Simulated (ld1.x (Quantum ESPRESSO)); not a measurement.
# u(r) = r·R(r): atom against pseudo-atom (lead (Pb))

Columns: radius, all-electron u(r) and pseudo u(r) of the 6p shell (level -9.88 eV) of lead in the configuration [Xe] 4f14 5d10 6s2 6p1; PBEsol, scalar-relativistic, TM semilocal scheme, ld1.x (Quantum ESPRESSO) 7.5.

```tsv
r (bohr)	all-electron	pseudo
0.135	-0.1268	0.0025
0.270	0.1540	0.0099
0.405	0.1133	0.0227
0.540	-0.1144	0.0411
0.675	-0.2669	0.0657
0.810	-0.2919	0.0972
0.945	-0.2222	0.1360
1.080	-0.1019	0.1826
1.215	0.0354	0.2366
1.350	0.1695	0.2970
1.485	0.2899	0.3614
1.620	0.3921	0.4267
1.755	0.4751	0.4887
1.890	0.5397	0.5436
2.025	0.5877	0.5882
2.160	0.6209	0.6208
2.295	0.6415	0.6414
2.430	0.6513	0.6513
2.565	0.6522	0.6522
2.700	0.6458	0.6458
2.835	0.6335	0.6335
2.970	0.6165	0.6165
3.105	0.5960	0.5960
3.240	0.5728	0.5728
3.375	0.5477	0.5477
3.510	0.5213	0.5213
```

Q: How many radial nodes do the two functions have?

A: The all-electron 6p function has n − l − 1 = 4 (the table is too coarse to show those close to the nucleus); the pseudo-wave has 0, since the states of the same l below it are removed with the core.

Q: At about which radius was the pseudo-wave matched?

A: 2.55 bohr. The columns agree to 0.0005 from 2.02 bohr on; several derivatives are matched, so the curves merge somewhat inside the radius.

Q: Is the pseudo-wave norm-conserving?

A: Yes: the TM semilocal scheme keeps the norm inside the radius equal to the all-electron one, which fixes the energy derivative of the logarithmic derivative at the level.
